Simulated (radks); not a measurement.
Results of a calculation; reference values are marked as such.
Spherical quantum dot in the effective-mass picture: electrons in a hard-walled sphere of radius 4.03, with a point charge +1 (a donor) at the centre, all in effective atomic units (hartree* = m*/eps^2 hartree, bohr* = eps/m* bohr), one dielectric constant everywhere. Level of theory: non-relativistic Kohn-Sham, exchange-only LDA, spin-polarised, spherical densities (a radial shooting solver with Libxc functionals). Levels are named by radial order and angular momentum (1s, 1p, 1d, 2s, ...), and open shells are averaged over m. Results are scaled to m* = 0.132 and eps = 12.4, for which hartree* = 23.36 meV and bohr* = 4.971 nm.

N = 17, configuration 1s2 1p6 1d(up 5, down 4). This is the lowest configuration that the search found. Occupied and some empty levels:

| level | occupation | eigenvalue (meV) | <r> (nm) |
|---|---|---|---|
| 1s up | 1 | 124.56 | 11.82 |
| 1s down | 1 | 124.89 | 11.73 |
| 1p up | 3 | 129.72 | 13.55 |
| 1p down | 3 | 130.12 | 13.53 |
| 1d up | 5 | 136.76 | 14.19 |
| 1d down | 4 | 137.17 | 14.19 |
| 2s up | 0 | 140.07 | 8.122 |
| 2s down | 0 | 140.18 | 8.173 |
| 1f up | 0 | 146.04 | 14.65 |
| 1f down | 0 | 146.46 | 14.65 |
| 2p up | 0 | 159.77 | 10.09 |
| 2p down | 0 | 159.98 | 10.08 |

Energy (meV): total 1186.51, kinetic 353.69, external -156.31, Hartree 1117.9, exchange-correlation -128.76.
